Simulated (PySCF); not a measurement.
OS, triplet, at a GFN2-xTB geometry. Base run: PBE0/def2-SVP run with PySCF.

Input for PySCF:
```python
from pyscf import gto, scf, dft

mol = gto.M(
    atom='''
O    -0.00000000   -0.00000000   -0.97800273
S     0.00000000    0.00000000    0.48900137
''',
    basis='def2-svp',
    spin=2,
    verbose=3,
)

mf = dft.UKS(mol)
mf.xc = 'pbe0'
mf.kernel()
mf.analyze()
```

The base run was repeated with changes; each row names its change, and settings that it needs were set with it.

```csv
change,ΔE vs base (µEh),grid points,electrons on the grid
base,0.0,32968,24.00000
grids.level = 2,-2.6,22960,24.00000
grids.becke_scheme = stratmann,-1.2,32968,24.00000
grids.prune = off,0.0,57376,24.00000
grids.level = 5,-0.9,86032,24.00000
grids.radi_method = mura_knowles,0.1,31024,24.00000
"grids.atom_grid = (30, 110)",548,4872,24.00038
grids.level = 7,-0.9,172072,24.00000
"grids.atom_grid = (75, 302)",-2.6,27736,24.00000
grids.radi_method = delley,0.2,34384,24.00000
grids.level = 4,-1.1,56952,24.00000
```

Open shells are given as the SCF converged; they aren't shown to be the lowest states, and a large step between rows can be another state.
